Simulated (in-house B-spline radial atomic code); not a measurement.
**How G0W0 and RPA depend on the start: Sn²⁺**

Configuration [Kr] 4d10 5s2. Computed with an all-electron radial atomic-structure program (B-spline basis): all electrons, non-relativistic, point nucleus, each spin shell either full or empty, empty states to l = 9 with an (l + 1/2)⁻⁴ tail; G0W0 by contour deformation at full frequency.

Without relativity these are model numbers: it shifts the levels of so heavy an element strongly and can reorder them.

```csv
start,mean-field 5s (eV),G0W0 (eV),QP weight,RPA correlation (Eh)
Hartree-Fock,-27.651,-29.416,0.966,-3.4303
LDA VWN5,-25.473,-29.787,0.936,-3.7485
PBE,-25.048,-29.726,0.935,-3.7418
PBE0,-25.926,-29.638,0.946,-3.6544
r2SCAN,-25.205,-29.719,0.943,-3.687
HSE06,-25.614,?,?,?
B3LYP (VWN-RPA),-25.972,-29.699,0.944,-3.6732
SCAN,-25.370,?,?,?
TPSS,-24.899,-29.715,0.935,-3.7263
BHandHLYP,-26.844,-29.587,0.954,-3.5754
CAM-B3LYP,-27.459,-29.640,0.956,-3.6328
LC-wPBE,-28.510,-29.551,0.962,-3.6289
wB97X,-28.395,-29.577,0.962,-3.613
PBEsol,-25.111,-29.742,0.936,-3.7444
BLYP,-25.107,-29.767,0.935,-3.7437
r2SCAN0,-26.095,-29.635,0.950,-3.6184
LDA exchange-only,-24.205,-29.808,0.934,-3.7473
```

(1) What G0W0 level, weight and RPA correlation energy follow from the SCAN start?

(2) What G0W0 level, weight and RPA correlation energy follow from the HSE06 start?

(3) How much of the dependence on the start does G0W0 remove?

## Answers

(1) G0W0 level -29.729 eV, weight 0.944, RPA correlation -3.6864 hartree.

(2) G0W0 level -29.668 eV, weight 0.943, RPA correlation -3.6635 hartree.

(3) The mean-field levels span 4.3 eV and the G0W0 levels 0.393 eV. Against 30.506 ± 0.003 eV (NIST, measured) the G0W0 removal energies are off by -1.09 to -0.70 eV, with relativity, Breit and QED terms left out.
